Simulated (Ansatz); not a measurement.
Relaxation of Cl$_{2}$H$_{4}$W (7 atoms, charge 0, multiplicity 1), to a largest force component of 0.02 eV/Å in at most 40 steps.

Level of theory: Ansatz 0.2.0, RHF/def2-SVP.

```xyz
7
Properties=species:S:1:pos:R:3:forces:R:3
W 0.000 0.000 0.000 0.00 -5.14 5.14
Cl 0.000 0.000 2.390 0.00 0.52 -1.51
H 1.720 0.000 0.000 1.31 1.34 -1.34
H 0.000 1.720 0.000 0.00 -0.07 -0.49
H -1.720 0.000 0.000 -1.31 1.34 -1.34
Cl 0.000 -2.390 0.000 0.00 1.51 -0.52
H 0.000 0.000 -1.720 0.00 0.49 0.07
```

Question: Where does it end, and by what steps?

Answer: The run converged. After 7 steps the energy has fallen by 3.765 eV; W1 moved furthest, 0.51 Å.

| step | energy less start (eV) | largest force component (eV/Å) | accepted |
| --- | --- | --- | --- |
| 0 | 0.0000 | 5.143 | yes |
| 1 | -1.4763 | 1.399 | yes |
| 2 | -2.5973 | 2.076 | yes |
| 3 | -3.4532 | 1.749 | yes |
| 4 | -3.7356 | 0.638 | yes |
| 5 | -3.7616 | 0.141 | yes |
| 6 | -3.7648 | 0.026 | yes |
| 7 | -3.7651 | 0.009 | yes |

```xyz
7
Properties=species:S:1:pos:R:3
W 0.000 -0.362 0.362
Cl 0.000 0.458 2.529
H 1.418 0.242 -0.242
H 0.000 1.236 -0.044
H -1.418 0.242 -0.242
Cl 0.000 -2.529 -0.458
H 0.000 0.044 -1.236
```

Whether the end is a true minimum wasn't checked by a vibrational analysis.

Run time: 16 s on 1 thread of Arm Neoverse V1, with other jobs on the host, peak memory 0.17 GiB.
